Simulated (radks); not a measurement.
V5+, 18 electrons, occupied as [Ar]. All-electron calculation, Dirac Kohn-Sham, BLYP, spin-unpolarised, spherical densities, point nucleus. Program: a radial shooting solver on a logarithmic mesh with Libxc functionals.

Normalised radial functions P(r) = r R(r) (large component), r in bohr:

r,1s1/2,2p1/2,3s1/2
0.005521,1.0818,0.0131,0.1270
0.007788,1.4414,0.0242,0.1688
0.01099,1.8801,0.0447,0.2190
0.01562,2.3917,0.0834,0.2756
0.02204,2.8989,0.1511,0.3268
0.03108,3.3104,0.2673,0.3557
0.0442,3.4770,0.4613,0.3313
0.06234,3.2396,0.7459,0.2177
0.08794,2.5614,1.1212,-0.0088
0.125,1.5888,1.5346,-0.3267
0.1764,0.7214,1.8201,-0.5894
0.2488,0.2099,1.8009,-0.5830
0.3538,0.0312,1.3866,-0.1305
0.499,0.0020,0.7736,0.6017
0.7039,0.0000,0.2799,1.1340
1.001,0.0000,0.0537,1.0549
1.412,0.0000,0.0047,0.5604
1.991,0.0000,0.0001,0.1598
2.832,0.0000,0.0000,0.0192

1s1/2: eigenvalue -5445.6 eV, 0 radial nodes, <r> = 0.0664 bohr, 90 % of the charge inside 0.119 bohr. 2p1/2: eigenvalue -590.07 eV, 0 radial nodes, <r> = 0.272 bohr, 90 % of the charge inside 0.447 bohr. 3s1/2: eigenvalue -144.41 eV, 2 radial nodes at r = 0.0870, 0.378 bohr, <r> = 0.906 bohr, 90 % of the charge inside 1.34 bohr.
